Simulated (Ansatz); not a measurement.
LiP, multiplicity 3 (lowest of 2S+1 = 1, 3, 5 at CCSD(T)/def2-TZVPP on PBE0 minima; our sources give no spin for the ground state, which may be another), most abundant isotopes (7.0160 and 30.9738 u). Constants from fifth-degree fits in 1/R to seven points on the lowest solution found; no spin–orbit coupling, no relativity up to Kr; ω_e x_e and α_e move by some per cent with the fit.

Correlated levels freeze the cores. CBS: X⁻³ extrapolation of the correlation energy, Hartree–Fock from the larger set.

The values were computed with Ansatz (Gaussian basis) for Hartree–Fock, density functionals and correlated methods. 

| level | r_e (Å) | ω_e (cm⁻¹) | ω_e x_e (cm⁻¹) | α_e (cm⁻¹) |
|---|---|---|---|---|
| PBE/def2-TZVPP | 2.3350 | 478.9 | 3.83 | 0.00643 |
| CCSD(T)/CBS(aug-cc-pV(T+d)Z, aug-cc-pV(Q+d)Z) | 2.3396 | 490.1 | 3.30 | 0.00579 |

D_e from total energies of the atoms and the molecule: 1.82 eV at PBE/def2-TZVPP.

Q: Derive the rotational constants, the centrifugal constant, the fundamental, the zero-point energy and the force constant, and test the Morse rule for the well depth.

A: 
μ = 5.72028 u.
- PBE/def2-TZVPP: B_e = 16.8576/(μ r_e²) = 0.54052 cm⁻¹; B₀ = B_e − α_e/2 = 0.53730 cm⁻¹; D = 4B_e³/ω_e² = 2.75e-06 cm⁻¹; fundamental ω_e − 2ω_e x_e = 471 cm⁻¹; zero-point energy ω_e/2 − ω_e x_e/4 = 239 cm⁻¹; k = μ(2πcω_e)² = 77.3 N/m; a Morse well would hold ω_e²/(4ω_e x_e) = 1.85 eV against the computed D_e of 1.82 eV
- CCSD(T)/CBS(aug-cc-pV(T+d)Z, aug-cc-pV(Q+d)Z): B_e = 16.8576/(μ r_e²) = 0.53841 cm⁻¹; B₀ = B_e − α_e/2 = 0.53552 cm⁻¹; D = 4B_e³/ω_e² = 2.60e-06 cm⁻¹; fundamental ω_e − 2ω_e x_e = 483 cm⁻¹; zero-point energy ω_e/2 − ω_e x_e/4 = 244 cm⁻¹; k = μ(2πcω_e)² = 80.9 N/m

Ansatz is an electronic-structure program.
